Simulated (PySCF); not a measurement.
F6Ru, triplet, at a GFN2-xTB geometry (such geometries of metal compounds can be far from the true shape) (all electrons, no relativity); BLYP/3-21G (PySCF).

Input for PySCF:
```python
from pyscf import gto, scf, dft

mol = gto.Mole()
mol.atom = '''
    Ru    0.00000000   -0.00000000    0.00000000
    F     1.11244871   -0.44890361   -1.39875666
    F    -1.11244871    0.44890361    1.39875666
    F    -1.15977093    0.80852538   -1.18186077
    F    -0.90164630   -1.59384724   -0.20557649
    F     0.90164630    1.59384724    0.20557649
    F     1.15977093   -0.80852538    1.18186077
'''
mol.basis = '3-21g'
mol.spin = 2
mol.verbose = 4
mol.build()

mf = dft.UKS(mol)
mf.xc = 'blyp'
mf.kernel()
```

The log (banner, timings and long lists left out):

```
PySCF version 2.14.0

[INPUT] verbose = 4
[INPUT] num. atoms = 7
[INPUT] num. electrons = 98
[INPUT] charge = 0
[INPUT] spin (= nelec alpha-beta = 2S) = 2
[INPUT] symmetry False subgroup None
[INPUT] Mole.unit = angstrom
[INPUT] Symbol           X                Y                Z      unit          X                Y                Z       unit  Magmom
[INPUT]  1 Ru     0.000000000000   0.000000000000   0.000000000000 AA    0.000000000000   0.000000000000   0.000000000000 Bohr   0.0
[INPUT]  2 F      1.112448710000  -0.448903610000  -1.398756660000 AA    2.102223389526  -0.848304879229  -2.643267002311 Bohr   0.0
[INPUT]  3 F     -1.112448710000   0.448903610000   1.398756660000 AA   -2.102223389526   0.848304879229   2.643267002311 Bohr   0.0
[INPUT]  4 F     -1.159770930000   0.808525380000  -1.181860770000 AA   -2.191649424932   1.527891532960  -2.233393172668 Bohr   0.0
[INPUT]  5 F     -0.901646300000  -1.593847240000  -0.205576490000 AA   -1.703864568227  -3.011934767994  -0.388483263749 Bohr   0.0
[INPUT]  6 F      0.901646300000   1.593847240000   0.205576490000 AA    1.703864568227   3.011934767994   0.388483263749 Bohr   0.0
[INPUT]  7 F      1.159770930000  -0.808525380000   1.181860770000 AA    2.191649424932  -1.527891532960   2.233393172668 Bohr   0.0

nuclear repulsion = 914.592388602073
number of shells = 44
number of NR pGTOs = 171
number of NR cGTOs = 90
basis = 3-21g
ecp = {}

******** <class 'pyscf.dft.uks.UKS'> ********
method = UKS
initial guess = minao
damping factor = 0
level_shift factor = 0
DIIS = <class 'pyscf.scf.diis.CDIIS'>
diis_start_cycle = 1
diis_space = 8
diis_damp = 0
SCF conv_tol = 1e-09
SCF conv_tol_grad = None
SCF max_cycles = 50
direct_scf = True
direct_scf_tol = 1e-13
number electrons alpha = 50  beta = 48
XC library pyscf.dft.libxc version 7.1.2
    S. Lehtola, C. Steigemann, M. J. T. Oliveira, and M. A. L. Marques,  SoftwareX 7, 1–5 (2018)
XC functionals = blyp
    A. D. Becke,  Phys. Rev. A 38, 3098 (1988)
    C. Lee, W. Yang, and R. G. Parr,  Phys. Rev. B 37, 785 (1988)
    B. Miehlich, A. Savin, H. Stoll, and H. Preuss,  Chem. Phys. Lett. 157, 200 (1989)
radial grids:
    Treutler-Ahlrichs [JCP 102, 346 (1995); DOI:10.1063/1.469408] (M4) radial grids

becke partition: Becke, JCP 88, 2547 (1988); DOI:10.1063/1.454033
pruning grids: <function nwchem_prune>
grids dens level: 3
symmetrized grids: False
atomic radii adjust function: <function treutler_atomic_radii_adjust>
small_rho_cutoff = 0
Set gradient conv threshold to 3.16228e-05
tot grids = 107752
init E= -5011.59458607382

cycle= 1 E= -5012.85695154606  delta_E= -1.26  |g|= 2.38  |ddm|= 4.32

cycle= 2 E= -5000.14571395171  delta_E= 12.7  |g|= 5.76  |ddm|= 7.72

cycle= 3 E= -5007.61186038203  delta_E= -7.47  |g|= 3.99  |ddm|= 4.85
cycle= 4 E= -5008.69769732893  delta_E= -1.09  |g|= 3.99  |ddm|= 2.98
cycle= 5 E= -5008.99693723727  delta_E= -0.299  |g|= 3.71  |ddm|= 2.94

cycle= 6 E= -5015.07681839813  delta_E= -6.08  |g|= 2.79  |ddm|= 2.99

cycle= 7 E= -5016.45267835314  delta_E= -1.38  |g|= 2.22  |ddm|= 1.16

cycle= 8 E= -5016.20291836142  delta_E= 0.25  |g|= 2.31  |ddm|= 0.721

cycle= 9 E= -5016.32481949935  delta_E= -0.122  |g|= 2.27  |ddm|= 0.276

cycle= 10 E= -5011.00696645974  delta_E= 5.32  |g|= 3.03  |ddm|= 5.17

cycle= 11 E= -5018.4288031  delta_E= -7.42  |g|= 0.934  |ddm|= 4.83
cycle= 12 E= -5017.61306413448  delta_E= 0.816  |g|= 1.64  |ddm|= 1.51
cycle= 13 E= -5017.52464535093  delta_E= 0.0884  |g|= 1.69  |ddm|= 1.11
cycle= 14 E= -5017.71558543907  delta_E= -0.191  |g|= 1.57  |ddm|= 0.861
cycle= 15 E= -5017.73989682531  delta_E= -0.0243  |g|= 1.55  |ddm|= 0.345

cycle= 16 E= -5016.15102406497  delta_E= 1.59  |g|= 2.49  |ddm|= 1.15
cycle= 17 E= -5017.69764266936  delta_E= -1.55  |g|= 1.58  |ddm|= 1.29
cycle= 18 E= -5018.20472879259  delta_E= -0.507  |g|= 1.16  |ddm|= 0.786
cycle= 19 E= -5018.6548042935  delta_E= -0.45  |g|= 0.512  |ddm|= 1.08

cycle= 20 E= -5018.33958350598  delta_E= 0.315  |g|= 0.992  |ddm|= 1.46
cycle= 21 E= -5018.73891264293  delta_E= -0.399  |g|= 0.225  |ddm|= 0.683
cycle= 22 E= -5018.7302393683  delta_E= 0.00867  |g|= 0.273  |ddm|= 1.28
cycle= 23 E= -5018.75272025177  delta_E= -0.0225  |g|= 0.151  |ddm|=  1.1
cycle= 24 E= -5018.75539589247  delta_E= -0.00268  |g|= 0.127  |ddm|= 1.02
cycle= 25 E= -5018.7408772067  delta_E= 0.0145  |g|= 0.217  |ddm|= 1.28
cycle= 26 E= -5018.75427922286  delta_E= -0.0134  |g|= 0.132  |ddm|= 1.24
cycle= 27 E= -5018.7523830865  delta_E= 0.0019  |g|= 0.143  |ddm|= 1.25
cycle= 28 E= -5018.76141265134  delta_E= -0.00903  |g|= 0.075  |ddm|= 0.766
cycle= 29 E= -5018.76268740982  delta_E= -0.00127  |g|= 0.0515  |ddm|= 1.27
cycle= 30 E= -5018.75835247171  delta_E= 0.00433  |g|= 0.101  |ddm|= 1.16
cycle= 31 E= -5018.76265473225  delta_E= -0.0043  |g|= 0.0573  |ddm|= 0.624
cycle= 32 E= -5018.76011549396  delta_E= 0.00254  |g|= 0.0874  |ddm|= 0.589
cycle= 33 E= -5018.76243027949  delta_E= -0.00231  |g|= 0.0612  |ddm|= 0.629
cycle= 34 E= -5018.76356198016  delta_E= -0.00113  |g|= 0.0424  |ddm|= 0.316
cycle= 35 E= -5018.76380879137  delta_E= -0.000247  |g|= 0.0406  |ddm|= 0.0827
cycle= 36 E= -5018.76410141982  delta_E= -0.000293  |g|= 0.0316  |ddm|= 0.157
cycle= 37 E= -5018.7634438996  delta_E= 0.000658  |g|= 0.0487  |ddm|= 0.373
cycle= 38 E= -5018.75779959659  delta_E= 0.00564  |g|= 0.101  |ddm|= 1.26
cycle= 39 E= -5018.76465921858  delta_E= -0.00686  |g|= 0.0126  |ddm|= 1.28
cycle= 40 E= -5018.76360276939  delta_E= 0.00106  |g|= 0.0475  |ddm|= 0.272
cycle= 41 E= -5018.76363910776  delta_E= -3.63e-05  |g|= 0.0465  |ddm|= 0.311
cycle= 42 E= -5018.76145481787  delta_E= 0.00218  |g|= 0.0749  |ddm|= 0.797
cycle= 43 E= -5018.76472298248  delta_E= -0.00327  |g|= 0.0112  |ddm|= 0.714
cycle= 44 E= -5018.76474510452  delta_E= -2.21e-05  |g|= 0.01  |ddm|= 0.0121
cycle= 45 E= -5018.76474027145  delta_E= 4.83e-06  |g|= 0.0115  |ddm|= 0.0402
cycle= 46 E= -5018.76479679167  delta_E= -5.65e-05  |g|= 0.00781  |ddm|= 0.0785
cycle= 47 E= -5018.76483823752  delta_E= -4.14e-05  |g|= 0.00311  |ddm|= 0.0253
cycle= 48 E= -5018.76481763201  delta_E= 2.06e-05  |g|= 0.00719  |ddm|= 0.0399
cycle= 49 E= -5018.76484030878  delta_E= -2.27e-05  |g|= 0.00249  |ddm|= 0.0193
cycle= 50 E= -5018.76484176003  delta_E= -1.45e-06  |g|= 0.00187  |ddm|= 0.00549
SCF not converged.
SCF energy = -5018.76484176003 after 50 cycles  <S^2> = 2.0028169  2S+1 = 3.0018774
```

The run did not converge; its last values are not results.
